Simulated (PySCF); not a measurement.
Molfile (atoms numbered from 1):
```
C6H9BO2
     RDKit          3D

 18 18  0  0  0  0  0  0  0  0999 V2000
    1.9254    0.5220    1.3348 C   0  0  0  0  0  0  0  0  0  0  0  0
    1.3127   -0.5553    0.8315 C   0  0  0  0  0  0  0  0  0  0  0  0
    1.2933   -0.9668   -0.5997 C   0  0  0  0  0  0  0  0  0  0  0  0
   -0.0745   -0.6062   -1.3693 B   0  0  1  0  0  0  0  0  0  0  0  0
   -1.2704   -1.2834   -0.6644 O   0  0  0  0  0  0  0  0  0  0  0  0
   -2.0189   -0.6620    0.1496 C   0  0  0  0  0  0  0  0  0  0  0  0
   -1.9480    0.7064    0.3871 C   0  0  0  0  0  0  0  0  0  0  0  0
   -1.0700    1.4338   -0.4164 C   0  0  0  0  0  0  0  0  0  0  0  0
   -0.3033    0.9123   -1.2774 O   0  0  0  0  0  0  0  0  0  0  0  0
    2.5332    1.1781    0.7021 H   0  0  0  0  0  0  0  0  0  0  0  0
    1.8538    0.7795    2.3950 H   0  0  0  0  0  0  0  0  0  0  0  0
    0.7261   -1.1775    1.5222 H   0  0  0  0  0  0  0  0  0  0  0  0
    1.4404   -2.0572   -0.6941 H   0  0  0  0  0  0  0  0  0  0  0  0
    2.1160   -0.4837   -1.1537 H   0  0  0  0  0  0  0  0  0  0  0  0
   -0.1113   -0.9207   -2.5426 H   0  0  0  0  0  0  0  0  0  0  0  0
   -2.7764   -1.2808    0.6543 H   0  0  0  0  0  0  0  0  0  0  0  0
   -2.6094    1.1979    1.0971 H   0  0  0  0  0  0  0  0  0  0  0  0
   -1.0428    2.5328   -0.3660 H   0  0  0  0  0  0  0  0  0  0  0  0
  1  2  2  0
  2  3  1  0
  3  4  1  0
  4  5  1  0
  5  6  1  0
  6  7  2  0
  7  8  1  0
  8  9  2  0
  9  4  1  0
  1 10  1  0
  1 11  1  0
  2 12  1  0
  3 13  1  0
  3 14  1  0
  4 15  1  6
  6 16  1  0
  7 17  1  0
  8 18  1  0
M  CHG  2   4  -1   9   1
M  END
```

Geometry: PBE0-D3(BJ)/def2-SVP; GIAO shifts from PySCF, gas phase, non-relativistic, averaged over equivalent atoms.

At PBE0/pcSseg-1 (198 basis functions, 92 s wall time on 1 thread of an Intel Xeon, shared host):
```csv
atoms,δ (ppm)
C8,187.6
C6,186.3
C2,150.0
C1,118.7
C7,105.3
C3,36.2
B4,6.3
O9,291.4
O5,282.9
H18,7.62
H16,7.53
H12,6.51
H11,5.04
H17,5.04
H10,5.03
H15,4.17
H13,1.60
H14,1.38
```

Scale: TMS for $^{13}$C (184.41 ppm) and $^{1}$H (31.27 ppm); $^{11}$B (100.73 ppm) vs BF3·OEt2; $^{17}$O (334.56 ppm) against H2O (reference shieldings calculated alike).

Question: Predict the values at mPW1PW91/pcSseg-1 on the same geometry.

Answer: 
```
atoms  δ at mPW1PW91/pcSseg-1  change
   C8                   187.7    +0.1
   C6                   186.5    +0.2
   C2                   149.9    -0.1
   C1                   118.7    +0.0
   C7                   105.1    -0.2
   C3                    35.8    -0.4
   B4                     6.4    +0.1
   O9                   290.2    -1.2
   O5                   281.8    -1.1
  H18                    7.61   -0.01
  H16                    7.53   +0.00
  H12                    6.47   -0.04
  H11                    5.03   -0.01
  H17                    5.03   -0.01
  H10                    5.01   -0.02
  H15                    4.14   -0.03
  H13                    1.58   -0.02
  H14                    1.37   -0.01
```

Referencing at the same level of theory: $^{13}$C (183.54 ppm) and $^{1}$H (31.32 ppm) vs TMS; $^{11}$B (100.80 ppm) against BF3·OEt2; $^{17}$O (333.30 ppm) against H2O.

The largest change is at O9 (donor oxygen of a Lewis adduct). Cost: 198 basis functions, 85 s wall time on 1 thread of an Intel Xeon, shared host. The order of the carbon signals is the same at both levels.

A carbon bonded to boron is broadened by the quadrupolar boron nucleus and is often missing from a measured spectrum. Unscaled 17O shifts of doubly bonded oxygen tend to come out too high, by tens of ppm or more. Experimental scales use liquid or dissolved standards, which lie at an offset from isolated H2O (liquid H2O: subtract about 36 ppm).
